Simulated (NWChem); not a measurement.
System: C2H2F2O2; SMILES O=C(O)C(F)F

```xyz
8

O      1.1951    -1.2364     0.2833
C      0.1376    -0.7686    -0.0189
O     -0.9977    -1.4511    -0.1457
C     -0.0872     0.7071    -0.3609
F      1.0101     1.4027    -0.0555
F     -1.1274     1.1826     0.3486
H     -0.8020    -2.3774     0.0671
H     -0.3103     0.8258    -1.4376
```
Atoms are numbered in this order, from 1.

Program: NWChem. Structure relaxed at the PBE0/def2-SVP level. Level: M05-2X/def2-SVP with SMD (1 M gas to 1 M solution), gas-phase geometry.

Task: Predict the results for solvent methanol. Quantities: solvation free energy (kcal/mol); cavity-dispersion-structure term (kcal/mol); dipole in solution (D).

Result: 
```json
{
 "solvation free energy (kcal/mol)": "-8.7",
 "cavity-dispersion-structure term (kcal/mol)": "3.5",
 "dipole in solution (D)": "3.32"
}
```
